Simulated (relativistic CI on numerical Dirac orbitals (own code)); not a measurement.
Ni⁷⁺: calculation against measurement

Calculated at this level of theory: Dirac-Coulomb-Breit CI, separate exchange-only KLI orbitals for each configuration, model QED, unscaled Slater integrals (own radial code, finite nucleus).

Configurations in the expansion (outside the closed core [Ne]): 3s2.3p6.3d3, 3s2.3p5.3d4, 3s2.3p6.3d2.4s, 3s.3p6.3d4, 3s2.3p6.3d2.4p, 3s2.3p6.3d2.4d, 3s2.3p6.3d.4s.4p, 3s2.3p6.3d2.4f, 3s2.3p6.3d2.5s, 3s2.3p6.3d2.5p, 3s2.3p6.3d.4p.4d, 3s2.3p6.3d.4s2, 3s2.3p6.4s2.4p, 3s2.3p6.4s2.4d, 3s2.3p6.4s2.4f, 3p6.3d5, 3p5.3d6, 3s2.3p6.3d.4p2, 3s2.3p6.4s.4p2, 3s2.3p6.4p3, 3s2.3p6.4p2.4d, 3s2.3p6.4p2.4f, 3s2.3p6.3d.4s.4d, 3s2.3p6.4s.4p.4d, 3s2.3p6.4s.4d2, 3s2.3p6.4s.4d.4f. Double excitations out of closed p, d and f shells are left out; levels of such configurations are missing from the list, as are those of other unlisted configurations, and high levels can miss mixing partners.

| Configuration | Term (tabulated) | J | Measured (cm⁻¹) | Computed | Error | Purity (%) |
| --- | --- | --- | --- | --- | --- | --- |
| 3s2.3p6.3d3 | 4F | 3/2 | 0.0 | 0 | 0 | 100 |
| 3s2.3p6.3d3 | 4F | 5/2 | 1012.0 | 919 | -93 | 100 |
| 3s2.3p6.3d3 | 4F | 7/2 | 2184.0 | 2120 | -64 | 100 |
| 3s2.3p6.3d3 | 4F | 9/2 | 3721.0 | 3543 | -178 | 99 |
| 3s2.3p6.3d3 | 4P | 1/2 | 23261.0 | 25950 | 2689 | 98 |
| 3s2.3p6.3d3 | 4P | 3/2 | 23710.0 | 26261 | 2551 | 96 |
| 3s2.3p6.3d3 | 4P | 5/2 | 24669.0 | 27501 | 2832 | 99 |
| 3s2.3p6.3d2.4p | 4G° | 5/2 | 565124.0 | 566808 | 1684 | 73 |
| 3s2.3p6.3d2.4p | 4F° | 5/2 | 566831.0 | 569251 | 2420 | 66 |
| 3s2.3p6.3d2.4p | 4G° | 7/2 | 566964.0 | 569072 | 2108 | 73 |
| 3s2.3p6.3d2.4p | 4F° | 7/2 | 568746.0 | 571905 | 3159 | 62 |
| 3s2.3p6.3d2.4p | 4G° | 9/2 | 569564.0 | 571251 | 1687 | 85 |
| 3s2.3p6.3d2.4p | 4D° | 1/2 | 570353.0 | 574364 | 4011 | 93 |
| 3s2.3p6.3d2.4p | 4G° | 11/2 | 572969.0 | 573772 | 803 | 86 |
| 3s2.3p6.3d2.4p | 4S° | 3/2 | 587305.0 | 590734 | 3429 | 86 |

Measured levels from Corliss and Sugar, J. Phys. Chem. Ref. Data 10, 197 (1981); pairs were made by configuration, J and term (by order where the table uses no LS term), so strongly mixed levels may be paired wrongly. Some J values or terms of the table were assigned by a fit.

Mean error by configuration (cm⁻¹): 3s2.3p6.3d3 1289; 3s2.3p6.3d2.4p 2412. Over the excited levels the mean absolute error is 1979 cm⁻¹ (14 of the 17 excited levels that our extract of the source holds in range could be paired, and the others can miss by more), and the median relative error of those above 1,000 cm⁻¹ is 0.64 %. Some levels of the ground configuration have no partner.
